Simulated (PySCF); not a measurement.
Two species compared at the same levels of theory.

First species: C₇H₁₁NOSi.
SMILES with atom numbers: `[CH2:1]=[CH:2]/[C:3]([SiH2:4][CH3:5])=[C:6](/[C:7]#[N:8])[O:9][CH3:10]` (hydrogens: H11, H12 on C1; H13 on C2; H14, H15 on Si4; H16, H17, H18 on C5; H19, H20, H21 on C10)

Structure used (GFN2-xTB), in Å, numbered top down from 1:
```xyz
21
C7H11NOSi angstrom
C      0.2018    2.6862    0.7569
C      0.5936    1.4205    0.8763
C      0.2984    0.3614   -0.0643
Si    -0.6070    0.7082   -1.6938
C     -2.4568    0.9097   -1.3090
C      0.6804   -0.9021    0.2628
C      0.4140   -1.9914   -0.5975
N      0.2134   -2.9096   -1.2591
O      1.3187   -1.1685    1.4446
C      1.6859   -2.5045    1.6961
H     -0.3838    3.0310   -0.0781
H      0.4566    3.4217    1.5011
H      1.1743    1.1246    1.7411
H     -0.0447    1.9279   -2.2886
H     -0.3993   -0.3949   -2.6322
H     -3.0083    1.1959   -2.1991
H     -2.8800   -0.0235   -0.9465
H     -2.6337    1.6665   -0.5498
H      2.1413   -2.5047    2.6851
H      0.8164   -3.1693    1.6938
H      2.4099   -2.8680    0.9598
```

Second species: C7H11NOSi.
SMILES: `c1c(N[SiH2]OC)cccc1`

Levels: PBE0/pcSseg-1 for dipole moment, HOMO energy, LUMO energy and HOMO–LUMO gap; GFN2-xTB for rotational constant A and rotational constant C. Geometries: GFN2-xTB. Each structure is a single optimised conformer of the isolated species, non-relativistic unless stated; the electronic structure was computed with PySCF and density fitting.

Dipoles, sizes and rotational constants follow the conformer. The torsions of the flexible species, by atom-mapped SMILES:
- `[CH2:1]=[CH:2]/[C:3]([SiH2:4][CH3:5])=[C:6](/[C:7]#[N:8])[O:9][CH3:10]`: C1–C2–C3–Si4 5°, C2–C3–Si4–C5 -78°, C3–C6–O9–C10 180°
- `[CH3:1][O:2][SiH2:3][NH:4][c:5]1[cH:6][cH:7][cH:8][cH:9][cH:10]1`: C1–O2–Si3–N4 -179°, O2–Si3–N4–C5 180°, Si3–N4–C5–C6 -179°

Which has the higher dipole moment?

The first: 2.49 D against 1.97 D, a difference of 0.52 D.

Which has the higher HOMO–LUMO gap?

The second: 5.90 eV against 4.71 eV, a difference of 1.19 eV.

Which of the two has the higher LUMO energy, and by how much?

The second: -0.02 eV against -1.93 eV, a difference of 1.91 eV.

Which of the two has the higher rotational constant C, and by how much?

The first: 0.591 GHz against 0.445 GHz, a difference of 0.146 GHz.

Which has the higher HOMO energy?

The second: -5.92 eV against -6.64 eV, a difference of 0.72 eV.

Which has the higher rotational constant A?

The second: 4.326 GHz against 1.501 GHz, a difference of 2.825 GHz.

On the first: A dipole of 2.49 D is allowed in C1, and pure rotational transitions are dipole-allowed. The dipole equals about 8.3 × 10⁻³⁰ C·m (1 D = 3.33564 × 10⁻³⁰ C·m).

On the second: The dipole matches unit charges of opposite sign 0.41 Å apart (1 e·Å = 4.8032 D).
